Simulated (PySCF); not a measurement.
Xe³⁶⁺: ionisation energy

Xe³⁶⁺ [Ar] (1S) → Xe³⁷⁺ [Ne] 3s2 3p5 (2P), as a difference of total energies. All numbers are calculated (PySCF 2.14, the spin-free X2C one-electron Hamiltonian (Gaussian nucleus), in an uncontracted even-tempered set (18 s from 6.2 bohr⁻², ratio 2.5; 12 p from 8.1 bohr⁻², ratio 2.5; 5 d from 37 bohr⁻², ratio 2.7; 4 f from 55 bohr⁻², ratio 2.7)). Correlated levels: outer shells: 1s2 frozen; virtual orbitals above 40 to 60 times the deepest correlated orbital energy dropped. The calculations carry no spin-orbit coupling.

```tsv
method	ionisation energy (eV)
UHF	2581.7
LDA	2582.9
PBE	2583.1
PBE0	2583.3
r2SCAN	2584.0
TPSS	2583.3
M06-2X	2583.9
MP2 (outer shells)	2582.7
SCS-MP2 (outer shells)	2582.6
```

A first-order spin-orbit estimate (lowest level to lowest level, LS coupling) adds -24.697 eV.

Breit and QED terms and the two-electron picture change are absent.

For comparison: 2556 ± 5 eV (theoretical estimate listed by NIST; NIST Atomic Spectra Database, ionization energies).
